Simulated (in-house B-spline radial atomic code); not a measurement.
The oxygen ion O³⁺ is squeezed into an impenetrable sphere of radius R (the orbitals vanish at R). No spin polarisation. Caution: exact exchange at fractional occupations of open shells leaves self-interaction of up to several eV. Method: non-relativistic B3LYP, spherical fractional occupations, point nucleus. Calculated with a B-spline radial code for spherical atoms.

Energies in eV above the free ion in [He] 2s2 2p1:

| R (bohr) | highest level (eV) | [He] 2s2 2p1 | [He] 2s1 2p2 | -dE/dV in [He] 2s2 2p1 (GPa) |
| --- | --- | --- | --- | --- |
| 8.13 | -63.8 | 0 | 16.64 | 1.37e-08 |
| 5.94 | -63.8 | 0 | 16.64 | 3.96e-05 |
| 5.32 | -63.8 | 4.659e-05 | 16.64 | 0.000566 |
| 4.39 | -63.8 | 0.001786 | 16.64 | 0.0308 |
| 3.59 | -63.7 | 0.03799 | 16.69 | 0.954 |
| 2.88 | -63.2 | 0.5174 | 17.26 | 19.2 |
| 2.73 | -62.9 | 0.8825 | 17.67 | 36 |
| 2.08 | -58.1 | 8.218 | 25.22 | 545 |
| 1.93 | -55.4 | 13.53 | 30.43 | 1040 |
| 1.35 | -24.5 | 92.55 | 103.2 | 14900 |

Task: Does [He] 2s1 2p2 fall below [He] 2s2 2p1 under compression?

Result: No, it stays above over the whole range.
